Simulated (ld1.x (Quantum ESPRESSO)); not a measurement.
**What one change does to a pseudopotential (Be (Z = 4), TM)**

ld1.x (Quantum ESPRESSO) 7.5 input, shortened:

```
&input
   title='Be', zed=4., rel=1, dft='PBE', iswitch=3,
   config='[He] 2s2 2p0 3d-2'
 /
 &inputp
   pseudotype=2, tm=.true., lloc=1,
   nlcc=.false.
 /
3
2S  1  0   2.00   0.00  2.10  2.10  0.0
3D  3  2  -2.00   0.35  4.30  4.30  0.0
2P  2  1   0.00   0.00  4.20  4.20  0.0
 &test
   configts(1)='2s2 2p0'
 /
```

Change: type PAW; waves now 2s (bound): rcut 1.85, rcutus 2.10 bohr; 2s channel at 2.15 Ry: rcut 1.85, rcutus 2.10 bohr; 2p (bound): rcut 3.65, rcutus 4.20 bohr; 2p channel at 1.05 Ry: rcut 3.65, rcutus 4.20 bohr; 3d channel at 0.35 Ry: rcut 3.75, rcutus 4.30 bohr; local potential all-electron potential smoothed inside 3.50 bohr (lloc = -2); core correction a·sin(br)/r model core, default radius (ld1.x builds one for every PAW set, though the input has nlcc=.false.); augmentation PSQ, inside the norm-conserving radii.

Cutoffs: the cutoffs (Ry, on a coarse ladder) from which the occupation-weighted sum of valence levels, in a spherical-Bessel basis at the reference potential, stays within 10 and 1 mRy of its value at 400 Ry; they do not see the model core or the augmentation charge, which bear on the density cutoff. Errors are all-electron minus pseudo energies relative to the spin-unpolarised reference configuration.

Problem. How do hardness, ghosts and transferability respond?

Solution. The potential gets softer (8 Ry and 21 Ry → 6 Ry and 6 Ry); of the 5 tests that both files solve, the error grows in 0 and shrinks in 4 by more than 15 % and 0.3 meV (median size 19.6 → 1.0 meV); the range in which the s phases agree widens (upper end 0.2 → at the end of the scan); neither file shows a bound ghost. Several settings change at once here, so the effects cannot be laid on one of them.

| quantity | base | changed |
| --- | --- | --- |
| cutoff, loose | 8 Ry | 6 Ry |
| cutoff, tight | 21 Ry | 6 Ry |
| bound ghosts | none | none |
| error for 2s1 2p0, meV [ΔE 9.55 eV] | +5.7 | -1.5 |
| error for 2s1.5 2p0, meV [ΔE 3.76 eV] | -0.6 | -0.3 |
| error for 2s1 2p1, meV [ΔE 3.61 eV] | -20 | -0.4 |
| error for 2s0 2p2, meV [ΔE 7.25 eV] | -74 | +1.0 |
| error for 2s0 2p1, meV [ΔE 13.46 eV] | -192 | -6.3 |
| s: phases at 4.63 bohr within 0.05 rad from the reference energy up to (Ry; the scan ends near 5) | 0.2 | to the end of the scan |
| p: phases at 4.63 bohr within 0.05 rad from the reference energy up to (Ry; the scan ends near 5) | 0.3 | 0.4 |
| d: phases at 4.63 bohr within 0.05 rad from the reference energy up to (Ry; the scan ends near 5) | 0.7 | 1.5 |
